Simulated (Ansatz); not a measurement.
Reaction (formal exchange of groups at a C–Ga bond): `[CH3][Ga]([NH2])[CH2]F` + `[AlH2][GeH3]` → `F[CH2][AlH][GeH3]` + `[CH3][GaH][NH2]`

Gas-phase electronic energies from Ansatz, PBE0-D4/def2-TZVP geometries. CBS: MP2 limit from def2 TZ/QZ plus the TZ coupled-cluster correction, frozen cores. DFT in def2-TZVPP. For Ga, Ge outer-core shells are correlated without core-valence functions, which leaves a few kJ/mol of doubt a bond. Scalar relativity is left out up to krypton. One conformer a species, not always the lowest.

| level | ΔE (kJ/mol) |
| --- | --- |
| ωB97X-V | -8.5 |
| ωB97M-V | -10.6 |

Task: What does CCSD(T)/CBS give? (An estimate is asked.)

Result: Computed: -6.3 kJ/mol. The listed levels differ from it by -2.2, -4.3 kJ/mol.

Largest T1 diagnostic among the species: 0.013.
